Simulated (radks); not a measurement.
The numbers below are computed, except where a source is named.
The bismuth ion Bi10+, 73 electrons, occupied as [Xe] 4f14 5d5.

Level of theory: Dirac Kohn-Sham, LDA (Slater exchange, Perdew-Wang correlation), spin-unpolarised, spherical densities, point nucleus; open shells fill j = l - 1/2 first (a radial shooting solver on a logarithmic mesh with Libxc functionals).

Energy parts (eV):
total: -586171.12
kinetic: 685691.77
electron-nucleus: -1474732.46
Hartree: 213234.99
exchange-correlation: -10365.42

Orbitals (lengths in bohr, moments of r in powers of bohr; <r^-3> diverges for s and p1/2):
| orbital | occ. | eigenvalue (eV) | <r^-3> | <r^4> |
|---|---|---|---|---|
| 1s1/2 | 2 | -90619.67 | - | 3.332e-07 |
| 2s1/2 | 2 | -16405.97 | - | 0.00004750 |
| 2p1/2 | 2 | -15771.89 | - | 0.00002792 |
| 2p3/2 | 4 | -13454.07 | 24400 | 0.00004567 |
| 3s1/2 | 2 | -4084.666 | - | 0.001712 |
| 3p1/2 | 2 | -3797.987 | - | 0.001479 |
| 3p3/2 | 4 | -3278.943 | 5790 | 0.002124 |
| 3d3/2 | 4 | -2808.473 | 1019 | 0.001385 |
| 3d5/2 | 6 | -2698.343 | 827.0 | 0.001542 |
| 4s1/2 | 2 | -1062.864 | - | 0.03713 |
| 4p1/2 | 2 | -938.2487 | - | 0.03895 |
| 4p3/2 | 4 | -809.8445 | 1438 | 0.05494 |
| 4d3/2 | 4 | -606.9370 | 230.9 | 0.06233 |
| 4d5/2 | 6 | -582.9296 | 183.0 | 0.06892 |
| 4f5/2 | 6 | -319.0615 | 41.06 | 0.09590 |
| 4f7/2 | 8 | -313.5060 | 38.88 | 0.1010 |
| 5s1/2 | 2 | -315.4793 | - | 0.7670 |
| 5p1/2 | 2 | -270.8254 | - | 0.9636 |
| 5p3/2 | 4 | -243.6037 | 306.2 | 1.332 |
| 5d3/2 | 4 | -177.4804 | 39.92 | 2.344 |
| 5d5/2 | 1 | -173.3674 | 31.69 | 2.553 |

The highest occupied level is 5d5/2 at -173.37 eV. The density falls to 0.001 e/bohr^3 at r = 2.35 bohr. Summed over all electrons, <r^2> = 20.66 bohr^2, which gives a Langevin (diamagnetic) susceptibility term of -16.4 x 10^-6 cm^3/mol.
